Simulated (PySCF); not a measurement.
Where the electron goes

Compound: C3H5NSi2.
Structure used (GFN2-xTB), in Å, numbered top down from 1:
```xyz
11
C3H5NSi2 angstrom
C      2.6258   -1.0489    0.1041
C      1.6510   -0.3502    0.1953
Si     0.1081    0.6643    0.3276
Si    -1.8222   -0.6180    0.3058
C      0.1978    1.7338   -1.2074
N      0.2075    2.3761   -2.1564
H      3.4861   -1.6498    0.0250
H      0.3079    1.6155    1.4330
H     -1.9080   -1.4452   -0.8979
H     -3.0152    0.2290    0.3724
H     -1.8333   -1.5042    1.4725
```

Theory: TDDFT PBE0/def2-SVPD, vertical, gas phase, core orbitals frozen in the response in PySCF 2.14.0, density-fitted response routines.

Kohn–Sham orbitals with the atoms that hold most of them (Löwdin shares over 4%, at most four atoms; ? is withheld):

```csv
orbital,ε (eV),atoms
HOMO-3,-9.93,"N6 46%, C5 37%, Si3 7%, H8 5%"
HOMO-2,-9.54,"N6 24%, C5 19%, C2 13%, Si4 13%"
HOMO-1,-8.81,?
HOMO,-8.57,"C1 32%, C2 32%, Si3 11%, Si4 11%"
LUMO,?,?
LUMO+1,-0.90,"Si3 26%, Si4 19%, C2 16%, C1 14%"
LUMO+2,-0.84,"Si3 19%, C5 19%, N6 18%, Si4 15%"
```

(1) Give the leading atoms of the HOMO-1.

(2) Give the leading atoms of the LUMO.

(3) What is the LUMO energy, and the HOMO–LUMO gap?

Answers

(1) C2 (bonded to C and Si) 43%; C1 (bonded to C and H) 42%; Si3 (bonded to 2 C, Si and H) 4%. By element: carbon 84% or more, silicon 4% or more.

(2) Si3 (bonded to 2 C, Si and H) 26%; C2 (bonded to C and Si) 14%; C1 (bonded to C and H) 13%; Si4 (bonded to Si and 3 H) 11%. By element: silicon 36%, carbon 27% or more.

(3) ε(LUMO) = -0.99 eV; the gap is 7.57 eV (0.2783 hartree).

How does S1 compare with the orbital gap of 7.57 eV?

S1 is at 5.93 eV (f = 0.0034), 1.65 eV below the gap, made of HOMO→LUMO (54%), HOMO→LUMO+1 (10%), HOMO-1→LUMO+1 (9%). 

Next come S2 at 6.17 eV (f 0.010), HOMO→LUMO+1 (24%), HOMO-1→LUMO (21%), HOMO→LUMO (16%); S3 at 6.21 eV (f 0.0053), HOMO-1→LUMO+1 (35%), HOMO-1→LUMO (24%), HOMO-1→LUMO+2 (12%); S4 at 6.54 eV (f 0.015), HOMO→LUMO+2 (59%), HOMO→LUMO+1 (30%); S5 at 6.80 eV (f 0.0011), HOMO-1→LUMO+2 (66%), HOMO-1→LUMO+1 (26%).
